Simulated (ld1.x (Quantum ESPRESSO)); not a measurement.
In (Z = 49), RRKJ: configuration errors across variants

indium, norm-conserving RRKJ (Kleinman–Bylander form), made with ld1.x (Quantum ESPRESSO) 7.5 (PBE, fully relativistic). Core [Kr] 4d10, reference 5s2 5p1. Waves: 5p (bound): rc 2.80 bohr; 5d channel at 0.3 Ry: rc 3.00 bohr; 5s (bound): rc 2.40 bohr. Local part: the s channel. Core correction: none. rho0 = 0.005.

Open shells are filled in proportion to 2j + 1 (rel_dist='average').

All-electron excitation energies from the reference (eV): (1) 5s2 5p0 5.374; (2) 5s1 5p0 24.609; (3) 5s2 5p0.5 1.945; (4) 5s1 5p1 11.953; (5) 5s1 5p2 5.829; (6) 5s2 5p1.3 -0.534; (7) 5s0 5p3 11.921.

2 further variants failed, have other tests or another functional or relativity, and are left out.

Errors AE − PS in meV (a dash: test not solved or not reliable):

| change | (1) | (2) | (3) | (4) | (5) | (6) | (7) | bound ghosts |
| --- | --- | --- | --- | --- | --- | --- | --- | --- |
| base | +24 | +117 | +4.1 | +9.3 | +20 | +0.8 | +98 | none |
| wave 5s (bound): rc 2.40 bohr becomes 5s (bound): rc 2.12 bohr | +23 | +117 | +3.9 | +10 | +19 | +0.7 | +99 | none |
| core correction a·sin(br)/r model core inside 1.78 bohr | -13 | -200 | -2.1 | -64 | -28 | -0.3 | -114 | none |
| local potential all-electron potential smoothed inside 2.75 bohr (lloc = -1) | +23 | +118 | +4.0 | +11 | +20 | +0.8 | +100 | none |
| wave 5d channel at 0.3 Ry: rc 3.00 bohr becomes 5d channel at 0.3 Ry: rc 4.62 bohr | +24 | +117 | +4.1 | +9.3 | +20 | +0.8 | +98 | none |
| wave 5d channel at 0.3 Ry: rc 3.00 bohr becomes 5d channel at 2.25 Ry: rc 3.00 bohr | +24 | +117 | +4.1 | +9.3 | +20 | +0.8 | +98 | none |

**Question.** Give the same row for: wave 5p (bound): rc 2.80 bohr becomes 5p (bound): rc 2.18 bohr.

**Answer.** +23, +112, +4.0, +11, +20, +0.8, +98; bound ghosts: none.
